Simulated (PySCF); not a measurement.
AlH, SMILES [AlH] (connectivity only; charge and spin as stated), neutral, multiplicity 1.

Coordinates come from a B3LYP-D3(BJ)/def2-TZVPD optimisation.

Two levels are set side by side: PBE/def2-TZVPD (PySCF) and CAM-B3LYP/def2-TZVPD (PySCF). Same geometry, gas phase. Differences are taken from unrounded values.

| quantity | CAM-B3LYP | PBE | PBE minus CAM-B3LYP |
|---|---|---|---|
| orbital gap (eV) | 6.23 | 2.36 | -3.87 |
| highest occupied level (eV) | -7.03 | -4.90 | 2.12 |
| lowest empty level (eV) | -0.80 | -2.54 | -1.74 |
| dipole moment (D) | 0.20 | 0.15 | -0.05 |
| mean polarisability (bohr³) | 46.4 | 47.8 | 1.4 |

Without exact exchange PBE keeps part of each electron's self-repulsion, which lifts occupied levels and narrows the gap. PBE's more diffuse valence density responds more strongly to a field. Differences between two approximate levels are no errors against the true value.

Rough cost on one machine, each run with all the roots and properties that it gave: CAM-B3LYP against PBE within a factor of 2.
